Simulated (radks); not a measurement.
Values are calculated unless marked as measured or tabulated.
Fe16+, 10 electrons, occupied as [Ne].

Code: a radial shooting solver on a logarithmic mesh with Libxc functionals. Model: scalar-relativistic Kohn-Sham, PBE, spin-polarised, spherical densities, point nucleus.

Energy parts (eV):
part                      energy
total                 -31252.450
kinetic                31671.021
electron-nucleus      -68304.820
Hartree                 6488.118
exchange-correlation   -1106.768

Orbitals (lengths in bohr, moments of r in powers of bohr; <r^-3> diverges for s and p1/2; r(max) is where P^2 peaks; r(90%) holds 90 % of the orbital's charge):
| orbital | occ. | eigenvalue (eV) | r(max) | <r^-3> | <r> | r(90%) |
|---|---|---|---|---|---|---|
| 1s | 2 | -7548.436 | 0.03825 | - | 0.05841 | 0.104 |
| 2s | 2 | -1336.020 | 0.2206 | - | 0.2624 | 0.405 |
| 2p | 6 | -1219.904 | 0.1779 | 498.5 | 0.2305 | 0.376 |

The highest occupied level is 2p at -1219.9 eV. For comparison, the ionisation energy in NIST's Atomic Spectra Database is 1263 eV (semi-empirical). In exact Kohn-Sham theory the highest level is minus the ionisation energy, but local and semilocal functionals leave it too shallow, through self-interaction and a potential that decays too fast; potentials with the right tail come closer. The density falls to 0.001 e/bohr^3 at r = 0.89 bohr.
